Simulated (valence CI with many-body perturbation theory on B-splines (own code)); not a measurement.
The numbers below are computed, except where a source is named.
# Sensitivity of CI+MBPT for Os XLV

Level of theory: relativistic CI+MBPT: four valence electrons over a frozen Dirac-Fock core [Ar] 3d10, radial functions for each j: 6 s, 6 p, 5 d, 3 f, 1 g, with the one-electron correlation potential Σ1, the two-electron term Σ2, the three-electron term Σ3, Breit, model QED; selected CI, second order for the rest, scaled by the run's own slope (own B-spline code, finite nucleus).

The last digits are not significant, and no measured levels were compared; by estimate large intervals hold to a few tenths of a per cent, small ones and those within an open d or f shell to about a per cent.

The reference run has the lowest level (4s^2 4p1/2^2) J=0 and an ionisation energy of 2338.07 eV. Its largest variational space holds 10000 state functions.

Levels are named by their leading jj configuration (3d3/2^4 stands for four electrons in 3d with j = 3/2), which in mixed levels can hold well under half, so a name can repeat and another be missing. Letters in brackets count levels of one name in rising energy.

Changed runs:
A. screening of Σ1 on → off
B. orbitals per symmetry with explicit Σ2 and valence Breit (the others get mean screening factors) 5 → 3
C. natural orbitals for correlation on → off
D. correlating orbitals by l 3 3 3 2 1 → 2 2 1 1 0; natural orbitals for correlation on → off (bad on purpose)

Excitation energies of the reference run in cm⁻¹, and shifts in cm⁻¹:

```
                     Level  Reference      A       B      C      D
    (4s^2 4p1/2 4p3/2) J=1     856610   +124     +14   -315   -389
    (4s^2 4p1/2 4p3/2) J=2     892716   +125     +15    -32    +72
    (4s 4p1/2^2 4p3/2) J=2    1673380   +107    +0.5   -401   -467
        (4s^2 4p3/2^2) J=2    1776640   +249     +33   -209   -162
    (4s 4p1/2^2 4p3/2) J=1    1796590   +106     +13    +53   +211
        (4s^2 4p3/2^2) J=0    1854500   +249     +47   +302   +501
    (4s^2 4p1/2 4d3/2) J=2    2148880    +62    -8.5   -146   +126
    (4s^2 4p1/2 4d3/2) J=1    2302950    +66     +23   +547  +1318
    (4s^2 4p1/2 4d5/2) J=2    2385870   +142    +7.2   -472   -385
    (4s^2 4p1/2 4d5/2) J=3    2407470   +124     +10    -10   +457
(4s 4p1/2 4p3/2^2) J=2 [a]    2537380   +198     +24   -218    +20
    (4s 4p1/2 4p3/2^2) J=3    2591590   +217     +19   -154    +98
    Ionisation energy (eV)    2338.07  +0.08  +0.014  -0.15  -0.20
```
